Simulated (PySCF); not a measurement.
**Spin-state energies of [CoCl6]4-**

[CoCl6]4-: Co(II) (d7), charge -4. The structure is a PBE0-D3(BJ)/def2-SVP, IEF-PCM water geometry optimised for multiplicity 4; coordination octahedral, point group D4h, metal–donor distances 2.53–2.61 Å.

```
7

Co    0.0000    0.0000    0.0000
Cl    2.5325    0.0000    0.0000
Cl   -2.5325    0.0000    0.0000
Cl    0.0000    2.5325    0.0000
Cl    0.0000   -2.5325    0.0000
Cl    0.0000    0.0000    2.6124
Cl    0.0000    0.0000   -2.6124
```

Method (PySCF 2.14, density fitting): CASSCF(7,5) with orbitals averaged over all microstates of the shell, strongly contracted NEVPT2 on the averaged canonical orbitals; basis x2c-TZVPall on the metal, x2c-SVPall elsewhere; spin-free X2C; IEF-PCM water; spin-orbit coupling by state interaction with the mean-field operator over all roots.

The unrestricted Kohn–Sham energies use the same basis, Hamiltonian, solvent and geometry. All energies are vertical, in cm⁻¹ above the lowest state with 2S+1 = 4; a negative value means that the lower spin is more stable.

```csv
method,2S+1 = 2
CASSCF,17258
NEVPT2,14411
BP86,6274
TPSSh,8675
B3LYP,8956
PBE0,11231
```

(1) How does exact exchange act on the 2S+1 = 2 state?

The functionals differ in more than their exact exchange.

The active space of the d orbitals alone lacks metal–ligand bonding pairs, which usually tilts NEVPT2 towards high spin.

4Eg (from 4T1g) (48 cm⁻¹) lies within 300 cm⁻¹ of 4A2g (from 4T1g) at NEVPT2 level, inside the method's error: they are parts of one split term, whose order is undecided.

Results:

(1) From BP86 (0 % exact exchange) to PBE0 (25 %) it moves by +4956 cm⁻¹ against the high-spin state, so more exact exchange favours high spin, the usual trend.
